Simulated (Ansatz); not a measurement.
Isolated molecules relaxed with PBE0-D4/def2-TZVP in Ansatz; ΔE leaves out vibrations. CCSD(T)/CBS is the MP2 limit (def2-TZVPP, def2-QZVPP) plus CCSD(T) − MP2 in def2-TZVPP, frozen cores. This one scheme is used for every species. Functionals use def2-TZVPP. For Ge outer-core shells are correlated without core-valence functions, which leaves a few kJ/mol of doubt a bond. Scalar relativity is left out up to krypton. Each species was taken in one conformer, which may not be the lowest.

Consider the hydrogenolysis of a C–Ge bond: `Cl[SiH](Cl)C[CH2][GeH3]` + H₂ → `CC[SiH](Cl)Cl` + GeH₄.

```tsv
level	ΔE (eV)
PBE-D4	-0.43
r2SCAN-D4	-0.47
PBE0-D4	-0.47
BHLYP-D4	-0.52
ωB97X-V	-0.48
BLYP	-0.63
CCSD(T)/def2-TZVPP	-0.43
HF/CBS(def2)	-0.80
```

**Question.** What does CCSD(T)/CBS give? (An estimate is asked.)

**Answer.** Computed: -0.40 eV. The listed levels differ from it by -0.03, -0.07, -0.07, -0.12, -0.08, -0.23, -0.03, -0.40 eV.

Largest T1 diagnostic among the species: 0.012.

At CCSD(T), def2-SVP lies −0.17 eV from the extrapolated value and def2-TZVPP −0.03 eV. From BLYP to BHLYP (50 % exact exchange), in def2-TZVPP and without D4, ΔE moves by −0.04 eV.
